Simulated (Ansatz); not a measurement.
Correlation energies of C3H6BrN (`N/C=C/CBr`) by basis set

| atom | x (Å) | y (Å) | z (Å) |
| --- | --- | --- | --- |
| N1 | -0.991 | 1.669 | -0.830 |
| C2 | -0.048 | 0.795 | -0.356 |
| C3 | -0.246 | -0.486 | -0.020 |
| C4 | 0.855 | -1.354 | 0.401 |
| Br5 | 0.825 | -1.734 | 2.363 |
| H6 | -1.957 | 1.422 | -0.690 |
| H7 | -0.801 | 2.649 | -0.717 |
| H8 | 0.957 | 1.207 | -0.314 |
| H9 | -1.246 | -0.908 | -0.036 |
| H10 | 1.833 | -0.911 | 0.229 |
| H11 | 0.819 | -2.351 | -0.031 |

Total charge 0; spin multiplicity 1. Correlated methods include outer-core shells of Br, which these sets cover unevenly. Scalar relativity is left out up to krypton. The geometry is a stationary point of PBE0-D4/def2-TZVP. It is one conformer, not always the lowest. Frozen core, restricted reference, the Gaussian-basis code of Ansatz.

```tsv
basis	HF (Eh)	MP2 corr.	CCSD corr.	(T)	CCSD(T) total
def2-SVP	-2743.49988	-0.80764	-0.84775	-0.02634	-2744.37397
def2-TZVPP	-2744.01192	-0.98416	-1.01684	-0.04281	-2745.07157
def2-QZVPP	-2744.06930	-1.34874	–	–	–
```
